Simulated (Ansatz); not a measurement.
A nudged elastic band was laid between two geometries of a periodic cell of 20 atoms, H3W16N (surface W(110), adsorbate NH3).

Level of theory: DFT LDA, scalar-relativistic, plane waves, PAW (Ansatz). Settings: PAW set soft_1, cutoff 420 eV, k mesh 3x4x1, gaussian smearing 0.05 eV, no spin polarisation.

```yaml
movable_images: 5
climbing_image: yes
spring: 5.0 eV/Å²
optimiser: quadratic models (default)
start_path: IDPP
force_threshold: 0.05 eV/Å
iteration_limit: 38
end_points: relaxed
atoms_held: 1 to 4
```

Initial state:

```xyz
20
Lattice="6.3200 0.0000 0.0000 3.1600 4.4689 0.0000 0.0000 0.0000 18.7034" Properties=species:S:1:pos:R:3
W 0.000 2.234 1.000
W 3.160 2.234 1.000
W 1.580 4.469 1.000
W 4.740 4.469 1.000
W 0.000 0.001 3.141
W 3.160 0.001 3.146
W 1.580 2.235 3.138
W 4.741 2.235 3.137
W 0.002 2.216 5.349
W 3.161 2.252 5.349
W 1.571 4.469 5.345
W 4.748 4.466 5.346
W -0.001 0.000 7.589
W 3.159 -0.003 7.494
W 1.583 2.236 7.472
W 4.742 2.233 7.468
N 3.160 4.548 9.806
H 2.297 4.121 10.167
H 3.984 4.051 10.169
H 3.203 5.538 10.089
```

Final state:

```xyz
20
Lattice="6.3200 0.0000 0.0000 3.1600 4.4689 0.0000 0.0000 0.0000 18.7034" Properties=species:S:1:pos:R:3
W 0.000 2.234 1.000
W 3.160 2.234 1.000
W 1.580 4.469 1.000
W 4.740 4.469 1.000
W 0.000 0.002 3.135
W 3.163 -0.005 3.140
W 1.579 2.243 3.138
W 4.742 2.240 3.138
W 0.006 2.212 5.349
W 3.165 2.258 5.343
W 1.576 4.498 5.348
W 4.739 4.466 5.346
W 0.040 0.029 7.603
W 3.184 0.062 7.456
W 1.567 2.213 7.450
W 4.734 2.236 7.553
N 4.074 3.389 9.225
H 1.551 3.816 8.523
H 4.743 3.918 9.792
H 3.451 2.866 9.848
```

Question: Which bonds break or form, and what moves?

Answer: Contacts lost: N17–H18. Contacts made: W13–H18, W14–H18, W15–H18, W16–N17. The atom that moves furthest is H20, by 2.69 Å; four of its nearest neighbours are N17 1.03, H19 1.68, H18 1.68, W13 2.72 Å at the first end and N17 1.03, H19 1.67, H18 2.50, W16 2.70 Å at the last.

Question: Give the energies along the band, and the barrier.

Answer: The forces met the threshold. The highest image is number 2 of 0 to 6, 0.84 eV above the first end and 1.85 eV above the last; the last end lies 1.01 eV below the first. By the program's own check the climbing image is of a kind that is not told: the force calls were inconclusive, a negative curvature could not be distinguished from the path's own, the only one lies far off the path, or fixed occupations may fill a level only in part (lowest curvatures found: -4.26 and 0.02 eV/Å²). Limits of this set-up: coarse k mesh, thin slab, slab without dipole correction, no dispersion correction for a molecule that may bind weakly, PAW files made for another functional, a typed lattice constant that wasn't relaxed here.

```tsv
image	path coordinate (Å)	energy (eV)	N17–H18 (Å)	W13–H18 (Å)	W14–H18 (Å)
0	0.00	0.00	1.03	2.74	3.54
1	1.90	0.04	1.03	2.77	4.07
2	3.79	0.84	1.42	1.94	3.16
3	4.86	-0.14	2.16	1.95	2.17
4	5.92	-0.29	2.41	2.01	1.97
5	6.99	-0.63	2.51	2.02	1.97
6	8.05	-1.01	2.65	2.01	2.00
```

Question: What is the geometry of the highest image?

Answer: 
```xyz
20
Lattice="6.3200 0.0000 0.0000 3.1600 4.4689 0.0000 0.0000 0.0000 18.7034" Properties=species:S:1:pos:R:3:forces:R:3
W 0.000 2.234 1.000 0.00 -0.01 0.08
W 3.160 2.234 1.000 -0.04 -0.05 0.06
W 1.580 4.469 1.000 0.04 0.05 -0.04
W 4.740 4.469 1.000 -0.01 0.01 -0.11
W 0.000 0.004 3.138 0.00 0.00 0.00
W 3.162 0.004 3.150 0.00 0.00 0.00
W 1.582 2.235 3.139 0.00 0.00 0.00
W 4.740 2.239 3.140 0.00 0.00 0.00
W 0.002 2.213 5.352 0.00 0.00 0.00
W 3.161 2.267 5.361 0.00 0.00 0.00
W 1.571 4.467 5.342 0.00 0.00 0.00
W 4.745 4.474 5.346 0.00 0.00 0.00
W -0.009 0.005 7.623 -0.01 0.01 0.00
W 3.144 0.028 7.479 0.00 0.00 0.00
W 1.572 2.264 7.498 0.00 0.00 0.00
W 4.772 2.244 7.455 0.00 0.00 0.00
N 3.075 4.545 9.689 0.01 0.01 0.00
H 2.475 3.402 9.090 0.00 -0.01 -0.01
H 3.917 4.420 10.257 0.00 0.00 0.00
H 2.275 4.856 10.244 0.00 0.00 0.00
```

Time of the run: 59 min on 4 threads of Arm Neoverse V2, with other jobs on the host, peak memory 4.4 GiB.
